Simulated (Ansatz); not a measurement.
`FB(F)S` → `F[B]S`• + F• at 700 K and 1 bar (homolysis of the B–F bond).

Program: Ansatz. Geometries: PBE0-D4/def2-TZVP. ΔE: electronic, gas phase. CCSD(T)/CBS is frozen-core, at the limit of the def2 triple- and quadruple-zeta sets. No spin–orbit coupling; open shells (•) take unrestricted orbitals. Spin–orbit coupling would lower the free atoms: a little for F. One conformer a species, not always the lowest.

| species | CCSD(T)/CBS energy (Eh) | H − E (kJ/mol) | S (J/(mol·K)) |
| --- | --- | --- | --- |
| `FB(F)S` | -622.90160 | 96.6 | 353.7 |
| `F[B]S`• | -522.96234 | 75.3 | 322.3 |
| F• | -99.66806 | 14.6 | 178.2 |

H − E and S are ideal-gas, rigid-rotor, harmonic terms from PBE0-D4/def2-TZVP, for one conformer and one mirror image of each species, with the whole ground term of open shells counted as degenerate. 1 Eh = 2625.50 kJ/mol, R = 8.31446 J/(mol·K).

**Question.** By hand: ΔE, ΔH, ΔS and ΔG.

**Answer.** ΔE = (-522.96234) + (-99.66806) − (-622.90160) = 0.27120 Eh = 712.0 kJ/mol. Δ(H − E) = 75.3 + 14.6 − 96.6 = -6.7, so ΔH = 705.3 kJ/mol. ΔS = 322.3 + 178.2 − 353.7 = 146.8 J/(mol·K). ΔG = 705.3 − 700 × (146.8)/1000 = 602.5 kJ/mol.

**Question.** By hand: the equilibrium constant, and the temperature at which ΔG would vanish if ΔH and ΔS stayed fixed.

**Answer.** log₁₀ K = −ΔG/(RT ln 10) = -45.0. ΔG = 0 at ΔH/ΔS = 4804 K, far beyond where these terms or the molecules hold.

The number of gas molecules changes by +1, which sets the sign of ΔS. A doubt of 5 kJ/mol in ΔE shifts log₁₀ K by 0.4 here. Other conformers and mirror images would add mixing entropy, several J/(mol·K) or more a flexible species. These are equilibria of isolated gas molecules and say nothing of rates. Largest T1 diagnostic: 0.017 (customary marks: 0.02 for closed shells, 0.045 for open ones).
